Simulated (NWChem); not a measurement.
## Ionisation of boroxine (H₃B₃O₃)

```
O
B 1 1.3743
O 2 1.3743 1 119.07
B 3 1.3743 2 120.93 1 0.00
O 4 1.3743 3 119.07 2 0.00
B 1 1.3743 2 120.94 3 0.00
H 6 1.1997 1 120.47 2 180.00
H 2 1.1997 3 120.47 4 180.00
H 4 1.1997 3 120.47 2 180.00
```
Charge 0, spin multiplicity 1.

All runs are NWChem calculations. Structure: optimised with B3LYP/def2-SVP, a minimum by its harmonic frequencies. It is one conformer; others weren't searched.

Basis set: def2-SVP. −ε marks an orbital energy of the parent.

B3LYP has NWChem's definition, with VWN1-RPA local correlation.

### Question
One of these methods gave a first vertical ionisation energy of 13.66 eV. Which?
A. −ε(HOMO) of HF
B. −ε(HOMO) of B3LYP
C. −ε(HOMO) of BP86
D. G0W0@HF

### Answer
A, −ε(HOMO) of HF. The others give 9.31 (−ε(HOMO) of B3LYP), 8.04 (−ε(HOMO) of BP86), 12.76 (G0W0@HF).
